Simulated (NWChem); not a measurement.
System: HSeSF; SMILES F[Se]S

```xyz
4

Se    -0.4079     0.4575    -0.0056
F      1.1117     1.3744    -0.0232
S      0.2856    -1.5789    -0.0584
H      0.4540    -1.7881     1.2725
```
Atoms are numbered in this order, from 1.

Results from NWChem. Pople sets run with spherical d functions. Coordinates come from a PBE0/def2-SVP optimisation. B3LYP is NWChem's, with the RPA form of VWN correlation. Vzz is the largest principal value of the second derivative of the potential at the nucleus (NWChem prints the opposite sign); η is the asymmetry. Non-relativistic.

Q: Order these runs by computing time, cheapest first, and give rough ratios: B3LYP/def2-SVP; B3LYP/cc-pVTZ; Hartree-Fock/def2-TZVP.

A: B3LYP/def2-SVP (1), Hartree-Fock/def2-TZVP (4), B3LYP/cc-pVTZ (20). Ratios are rough, from one shared machine; the cheapest took around 4 core-seconds (rough). What differs between the cheapest and the dearest: Vzz Se1 (a.u.) -8.936 → -8.924; Vzz S3 (a.u.) -2.252 → -2.193; η S3 0.68 → 0.77.
